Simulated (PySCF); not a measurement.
Predicted microwave data (PBE0/pcSseg-1 in PySCF (dipole) on a GFN2-xTB geometry, gas phase) for one isomer of C6H10O2Si:

| Item | Value |
| --- | --- |
| Rotational constants | A = 3508, B = 648.0, C = 628.5 MHz |
| Dipole components | \|μa\| = 2.17 D, \|μb\| = 2.32 D, \|μc\| = 0.48 D |
| Inertial defect | -119.92 u·Å² |
| κ | -0.99 |

**Question.** Which structure is it? (One computed conformer of each.)
A. `[CH2:1]=[CH:2]/[CH:3]=[C:4](\[CH3:5])[SiH2:6][O:7][CH:8]=[O:9]` with C1–C2–C3–C4 180°, C3–C4–Si6–O7 3°, C4–Si6–O7–C8 179°, Si6–O7–C8–O9 1°
B. `[O:1]=[CH:2][CH2:3][SiH2:4][O:5][C@:6]12[CH2:7][C@H:8]1[CH2:9]2` with O1–C2–C3–Si4 -92°, C2–C3–Si4–O5 -65°, C3–Si4–O5–C6 -177°, Si4–O5–C6–C7 114°
C. `O=C1[SiH2][C@@H]2CC[C@H]1OC2`
D. `[CH3:1][CH2:2][C@@H:3]([SiH3:4])[C:5](=[C:6]=[O:7])[CH:8]=[O:9]` with C1–C2–C3–Si4 159°, C2–C3–C5–C6 24°, C3–C5–C8–O9 7°

**Answer.** B. It is O=CC[SiH2]O[C@]12C[C@H]1C2, a near-prolate asymmetric top, point group C1. The candidates at the same level (rigid rotor, commonest isotopes):

```tsv
SMILES	A (MHz)	B (MHz)	C (MHz)	μa (D)	μb (D)	μc (D)	Δ (u·Å²)	point group	rotor
CC[C@@H]([SiH3])C(=C=O)C=O	1736	1172	741.3	2.50	0.28	0.41	-40.60	C1	asymmetric top
O=C1[SiH2][C@@H]2CC[C@H]1OC2	1955	1552	1317	3.24	0.56	1.25	-200.35	C1	asymmetric top
O=CC[SiH2]O[C@]12C[C@H]1C2	3508	648.0	628.5	2.17	2.32	0.48	-119.92	C1	near-prolate asymmetric top
C=C/C=C(\C)[SiH2]OC=O	2619	660.4	532.5	2.93	0.23	0.03	-9.11	near Cs	asymmetric top
```

`C=C/C=C(\C)[SiH2]OC=O` has A 25 % too low; `O=C1[SiH2][C@@H]2CC[C@H]1OC2` has B 140 % too high; `CC[C@@H]([SiH3])C(=C=O)C=O` has B 81 % too high. No structure here is proved a minimum.
